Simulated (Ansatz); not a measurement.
CH3CuO (`C[O][Cu]`), relaxed with RKS PBE-D4/def2-SVP in Ansatz 0.2.0 from a rough embedded geometry. The force threshold is 0.03 eV/Å; the program also tests the step.

Total charge 0; spin multiplicity 1.

Start:

```xyz
6

C     0.341    0.449   -0.069
O    -1.053    0.214    0.283
Cu   -1.209   -2.155    0.202
H     0.499    0.064   -1.043
H     0.500    1.512   -0.077
H     0.922   -0.082    0.705
```

(1) How much energy does the relaxation release, and in how many steps? (Estimate.)

(2) Which bonds change most? (An estimate is asked.)

(3) Give the relaxed structure. (Estimate.)

Answers

(1) The calculation gave: 141.38 kJ/mol, in 6 steps.

(2) The calculation gave: O2–Cu3 from 2.375 to 1.785 Å; C1–H4 from 1.059 to 1.121 Å; C1–O2 from 1.457 to 1.396 Å; C1–H5 from 1.075 to 1.120 Å.

(3) Computed: 
```xyz
6

C     0.299    0.350   -0.057
O    -0.995   -0.078    0.246
Cu   -1.356   -1.827    0.248
H     0.653    0.088   -1.088
H     0.309    1.468   -0.004
H     1.091    0.000    0.654
```
